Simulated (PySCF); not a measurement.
Species: C6H9N.
Geometry (GFN2-xTB, Å), atoms numbered from 1 in this order:
```xyz
16
C6H9N angstrom
C      3.213    0.091   -0.335
N      1.961    0.157   -0.197
C      1.323   -0.641    0.723
C     -0.005   -0.587    0.883
C     -0.885    0.297    0.122
C     -2.273   -0.174   -0.239
C     -2.102    0.885    0.794
H      3.863   -0.577    0.242
H      3.685    0.730   -1.066
H      1.927   -1.325    1.324
H     -0.475   -1.228    1.616
H     -0.362    0.914   -0.595
H     -2.659    0.102   -1.208
H     -2.568   -1.161    0.085
H     -2.282    0.625    1.827
H     -2.369    1.901    0.548
```

The closed-shell SCF was solved with PySCF and density fitting under several settings on one GFN2-xTB geometry (grid level 2 and gas phase unless stated).

```
        settings  basis functions  SCF cycles     E (Eh)  HOMO (eV)  LUMO (eV)  dipole (D)
     BLYP/STO-3G               44          13  -284.9616      -2.87       0.66        0.97
wB97X-D/pcSseg-1              164          15  -288.5931      -8.26       0.76        0.89
```

Estimate the rows for these settings: (1) BP86/IGLO-II; (2) B97-D/pcSseg-1, grid level 3.

```
                    settings  basis functions  SCF cycles     E (Eh)  HOMO (eV)  LUMO (eV)  dipole (D)
                BP86/IGLO-II              208          16  -288.8014      -5.64      -2.03        0.71
B97-D/pcSseg-1, grid level 3              164          16  -288.4772      -5.49      -1.85        0.71
```

Over all rows, what range does the HOMO–LUMO gap span?

From 3.53 eV (BLYP/STO-3G) to 9.02 eV (wB97X-D/pcSseg-1). The functional of the narrowest has no exact exchange, that of the widest range-separated exact exchange.

And the dipole moment?

From 0.71 D to 0.97 D; the largest is 1.37 times the smallest, and the median is 0.80 D.

Whole jobs, the steps after the SCF included, on one thread of an Intel Xeon Platinum 8488C, no GPU, on a shared host:

```csv
settings,work after the SCF,wall time,peak memory
BLYP/STO-3G,"spin–spin couplings from 16 perturbed nuclei, spin–dipole term for 1 of them",6.3 s,0.45 GiB
wB97X-D/pcSseg-1,"shieldings, ring-centre shieldings",23 s,0.88 GiB
BP86/IGLO-II,"1 singlet by full TDDFT, 2 Tamm–Dancoff triplets, polarisability",29 s,0.72 GiB
"B97-D/pcSseg-1, grid level 3","shieldings, ring-centre shieldings, charges and field gradients, density and orbital grids written",41 s,0.66 GiB
```

B97-D and wB97X-D ran without the empirical dispersion term, which would shift the total energy alone. Cycle counts include a coarse-grid stage where the run had one.

One conformer stands for the species.
